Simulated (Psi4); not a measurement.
Computed with SAPT0/jun-cc-pVDZ, frozen core in Psi4.

Psi4 input:

```
molecule {
0 1
C 0.00000107 0.00000030 -0.00000182
H -0.62108582 0.89161487 -0.07424318
H -0.47702589 -0.82028512 -0.53461668
H 0.12160458 -0.27152549 1.04772158
H 0.97650608 0.20019545 -0.43885991
--
0 1
C -1.26188255 -2.15893689 -3.15735539
N -1.46222278 -2.56163983 -1.76589204
H -0.19452430 -2.02983655 -3.34364133
H -1.73797538 -1.19122217 -3.32314559
H -1.65274253 -2.85997160 -3.90781650
H -2.44799667 -2.67642538 -1.56379108
H -1.01808081 -3.45325717 -1.58276785
units angstrom
symmetry c1
no_reorient
no_com
}
set basis jun-cc-pvdz
set scf_type df
set freeze_core true
energy('sapt0')
```

Part of the output:

```
    SAPT Results
  --------------------------------------------------------------------------------------------------------
    Electrostatics                 -4.66172336 [mEh]      -2.92527557 [kcal/mol]     -12.23935298 [kJ/mol]
      Elst10,r                     -4.66172336 [mEh]      -2.92527557 [kcal/mol]     -12.23935298 [kJ/mol]

    Exchange                        8.81159143 [mEh]       5.52935710 [kcal/mol]      23.13483011 [kJ/mol]
      Exch10                        8.81159143 [mEh]       5.52935710 [kcal/mol]      23.13483011 [kJ/mol]
      Exch10(S^2)                   8.74418960 [mEh]       5.48706181 [kcal/mol]      22.95786662 [kJ/mol]

    Induction                      -1.81340977 [mEh]      -1.13793181 [kcal/mol]      -4.76110670 [kJ/mol]
      Ind20,r                      -2.44022217 [mEh]      -1.53126253 [kcal/mol]      -6.40680242 [kJ/mol]
      Exch-Ind20,r                  1.50526187 [mEh]       0.94456609 [kcal/mol]       3.95206450 [kJ/mol]
      delta HF,r (2)               -0.87844948 [mEh]      -0.55123537 [kcal/mol]      -2.30636879 [kJ/mol]

    Dispersion                     -2.36201692 [mEh]      -1.48218799 [kcal/mol]      -6.20147457 [kJ/mol]
      Disp20                       -2.92739451 [mEh]      -1.83696779 [kcal/mol]      -7.68587324 [kJ/mol]
      Exch-Disp20                   0.56537760 [mEh]       0.35477980 [kcal/mol]       1.48439867 [kJ/mol]
      Disp20 (SS)                  -1.46369726 [mEh]      -0.91848390 [kcal/mol]      -3.84293662 [kJ/mol]
      Disp20 (OS)                  -1.46369726 [mEh]      -0.91848390 [kcal/mol]      -3.84293662 [kJ/mol]
      Exch-Disp20 (SS)              0.31716083 [mEh]       0.19902143 [kcal/mol]       0.83270565 [kJ/mol]
      Exch-Disp20 (OS)              0.24821676 [mEh]       0.15575837 [kcal/mol]       0.65169303 [kJ/mol]

  Total HF                          2.33645830 [mEh]       1.46614972 [kcal/mol]       6.13437042 [kJ/mol]
  Total SAPT0                      -0.02555862 [mEh]      -0.01603828 [kcal/mol]      -0.06710415 [kJ/mol]
```
